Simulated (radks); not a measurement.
Results of a calculation; reference values are marked as such.
Coulomb parameter of the 5d shell of the iridium ion Ir2+ in the model configuration [Xe] 4f14 5d6 6s1, as a second difference U = [E(n + 0.5) + E(n - 0.5) - 2 E(n)] / (0.5)^2 with all orbitals relaxed. "Bare": the charge of the atom changes with n. "Screened": the 6s shell takes up the change at fixed total charge, which measures U(5d,5d) + U(6s,6s) - 2 U(5d,6s). Code: a radial shooting solver on a logarithmic mesh with Libxc functionals. Model: Dirac Kohn-Sham, LDA (Slater exchange, Perdew-Wang correlation), spin-unpolarised, spherical densities, finite nucleus; open shells are shared between the two j in proportion to 2j + 1; Fermi nuclear charge, rms radius 5.4032 fm.

| case | configuration | E - E(n) (eV) |
|---|---|---|
| start | [Xe] 4f14 5d6 6s1 | 0.000 |
| bare +0.5 | [Xe] 4f14 5d6.5 6s1 | -12.063 |
| bare -0.5 | [Xe] 4f14 5d5.5 6s1 | 15.108 |
| screened +0.5 | [Xe] 4f14 5d6.5 6s0.5 | -1.843 |
| screened -0.5 | [Xe] 4f14 5d5.5 6s1.5 | 2.141 |

U(bare) = 12.182 eV, U(screened by 6s) = 1.191 eV.
